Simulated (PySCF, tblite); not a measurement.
Isomers of C8H13P, one GFN2-xTB conformer each. Single-point energies are computed at PBE0/pcSseg-1 (PySCF, gas phase, no added dispersion term), electronic only.

Question: Rank them by PBE0/pcSseg-1 energy, lowest first (kJ/mol).
A. `[CH:1]#[C:2][PH:3][CH:4]1[CH2:5][CH2:6][CH2:7][CH2:8][CH2:9]1` with C2–P3–C4–C5 53°, P3–C4–C5–C6 180°, C4–C5–C6–C7 57°, C5–C6–C7–C8 -58°, C6–C7–C8–C9 58°
B. `[CH3:1][c:2]1[cH:3][pH:4][cH:5][c:6]1[CH:7]([CH3:8])[CH3:9]` with C5–C6–C7–C8 -87°
C. `[CH:1]#[C:2][P:3]([CH:4]=[CH2:5])[C:6]([CH3:7])([CH3:8])[CH3:9]` with C2–P3–C4–C5 17°
D. `[CH:1]#[C:2][P:3]([CH:4]([CH3:5])[CH3:6])[CH:7]1[CH2:8][CH2:9]1` with C2–P3–C4–C5 -167°, C2–P3–C7–C8 -159°
E. `[CH3:1][CH2:2][P:3]1[CH:4]=[CH:5][CH:6]([CH3:7])[CH:8]=[CH:9]1` with C1–C2–P3–C4 176°, C2–P3–C4–C5 -135°, C4–C5–C6–C7 -82°, C5–C6–C8–C9 -39°, C2–P3–C9–C8 134°
F. `[CH3:1][C:2]1=[CH:3][CH2:4][CH2:5][P:6]1[CH:7]1[CH2:8][CH2:9]1` with C5–P6–C7–C8 -99°, C2–C3–C4–C5 12°, C3–C4–C5–P6 -18°, C4–C5–P6–C7 -81°, P6–C7–C8–C9 -108°
G. `[CH3:1][C:2]1=[CH:3][CH2:4][P:5]([CH:6]2[CH2:7][CH2:8]2)[CH2:9]1` with C4–P5–C6–C7 100°, C2–C3–C4–P5 14°, C3–C4–P5–C6 79°, P5–C6–C7–C8 108°, C4–P5–C9–C2 18°
H. `[CH2:1]=[P:2]1([CH2:3][CH3:4])[CH:5]=[CH:6][CH2:7][CH:8]=[CH:9]1` with C1–P2–C3–C4 -171°, C1–P2–C5–C6 -124°, C5–C6–C7–C8 -4°, C6–C7–C8–C9 -1°, C1–P2–C9–C8 106°

Answer: B (0.0), G (27.1), E (30.7), F (35.9), A (101.7), H (172.8), C (189.3), D (193.5).

As drawn, the highest has a three-membered ring, which the lowest lacks. Neighbours under 10 kJ/mol apart (CC1=CCP(C2CC2)C1 and CCP1C=CC(C)C=C1; CCP1C=CC(C)C=C1 and CC1=CCCP1C1CC1; C#CP(C=C)C(C)(C)C and C#CP(C(C)C)C1CC1) can change places with a better method, another conformer or zero-point energy. GFN2-xTB itself gives, in the same order: 0.0, 24.2, 51.2, 34.0, 79.9, 204.6, 213.8, 192.4. Both levels put the same isomer lowest; measured from each level's own lowest isomer, the values differ by up to 31.8 kJ/mol (C=P1(CC)C=CCC=C1: 204.6 against 172.8).

Q: Which frontier levels, dipoles and rotational constants go with these structures?

A: 
```json
{"SMILES": "Cc1c[pH]cc1C(C)C", "HOMO (eV, PBE0/pcSseg-1)": "-6.46", "LUMO (eV)": "-0.87", "dipole (D)": "1.57", "A, B, C (MHz)": "2028, 1056, 796.4"}
{"SMILES": "CC1=CCP(C2CC2)C1", "HOMO (eV, PBE0/pcSseg-1)": "-6.64", "LUMO (eV)": "0.58", "dipole (D)": "1.44", "A, B, C (MHz)": "2531, 924.9, 842.3"}
{"SMILES": "CCP1C=CC(C)C=C1", "HOMO (eV, PBE0/pcSseg-1)": "-6.21", "LUMO (eV)": "0.01", "dipole (D)": "1.07", "A, B, C (MHz)": "3052, 901.7, 814.4"}
{"SMILES": "CC1=CCCP1C1CC1", "HOMO (eV, PBE0/pcSseg-1)": "-6.38", "LUMO (eV)": "0.29", "dipole (D)": "1.36", "A, B, C (MHz)": "2036, 1167, 889.9"}
{"SMILES": "C#CPC1CCCCC1", "HOMO (eV, PBE0/pcSseg-1)": "-6.85", "LUMO (eV)": "-0.01", "dipole (D)": "1.56", "A, B, C (MHz)": "2327, 861.3, 835.3"}
{"SMILES": "C=P1(CC)C=CCC=C1", "HOMO (eV, PBE0/pcSseg-1)": "-5.00", "LUMO (eV)": "-0.39", "dipole (D)": "3.99", "A, B, C (MHz)": "1883, 1196, 1063"}
{"SMILES": "C#CP(C=C)C(C)(C)C", "HOMO (eV, PBE0/pcSseg-1)": "-6.55", "LUMO (eV)": "-0.27", "dipole (D)": "1.36", "A, B, C (MHz)": "1768, 1225, 942.7"}
{"SMILES": "C#CP(C(C)C)C1CC1", "HOMO (eV, PBE0/pcSseg-1)": "-6.77", "LUMO (eV)": "0.18", "dipole (D)": "1.38", "A, B, C (MHz)": "1659, 1210, 763.7"}
```

Q: What happens when harmonic zero-point energies from GFN2-xTB frequencies are added?

A: 
```tsv
SMILES	ZPE (kJ/mol)	electronic (kJ/mol)	with ZPE (kJ/mol)
Cc1c[pH]cc1C(C)C	482.8	0.0	0.0
CC1=CCP(C2CC2)C1	486.5	27.1	30.8
CCP1C=CC(C)C=C1	486.2	30.7	34.2
CC1=CCCP1C1CC1	488.0	35.9	41.1
C#CPC1CCCCC1	488.0	101.7	106.9
C=P1(CC)C=CCC=C1	474.1	172.8	164.1
C#CP(C=C)C(C)(C)C	475.3	189.3	181.8
C#CP(C(C)C)C1CC1	480.1	193.5	190.8
```

The zero-point energies span 13.9 kJ/mol. The order is unchanged.

Q: As an exercise, what shares would exp(−E/RT) give at 2000 K from these electronic energies alone (no entropy, no degeneracies)?

A: RT = 16.629 kJ/mol: Cc1c[pH]cc1C(C)C 68.0 %, CC1=CCP(C2CC2)C1 13.3 %, CCP1C=CC(C)C=C1 10.7 %, CC1=CCCP1C1CC1 7.9 %, C#CPC1CCCCC1 0.1 %, C=P1(CC)C=CCC=C1 under 0.1 %, C#CP(C=C)C(C)(C)C under 0.1 %, C#CP(C(C)C)C1CC1 under 0.1 %.
